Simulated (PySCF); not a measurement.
# Mg (magnesium, neutral) across methods

[Ne] 3s2, closed-shell 1S. Computed with PySCF 2.14 in aug-cc-pCVTZ-DK with one added diffuse shell each of s, p, d, f type (9s8p6d4f, 91 functions), with scalar relativity by spin-free X2C-1e. The B2PLYP total includes its PT2 part (frozen core); its orbital energies are those of the SCF part.

| method | E (hartree) | mean ε 2s (eV) | mean ε 2p (eV) | mean ε 3s (eV) | Σ⟨r²⟩ (bohr²) | ⟨S²⟩ |
| --- | --- | --- | --- | --- | --- | --- |
| PBEsol | -199.8223 | -79.528 | -46.492 | -4.679 | 28.26 | 0.000 |
| LDA | -199.4403 | -79.202 | -46.638 | -4.780 | 28.02 | 0.000 |
| PBE | -200.2628 | -79.785 | -46.559 | -4.704 | 28.23 | 0.000 |
| r2SCAN | -200.3505 | -83.003 | -48.129 | -4.821 | 28.40 | 0.000 |
| wB97X | -200.3751 | -87.529 | -52.884 | -7.330 | 28.28 | 0.000 |
| TPSS | -200.3986 | -81.096 | -47.033 | -4.761 | 28.42 | 0.000 |
| PBE0 | -200.2780 | -85.822 | -50.687 | -5.432 | 28.28 | 0.000 |
| UHF | -199.91960 | -102.85 | -62.053 | -6.896 | 29.54 | 0.000 |
| B2PLYP | -200.2715 | -92.037 | -54.916 | -5.969 | 28.58 | 0.000 |
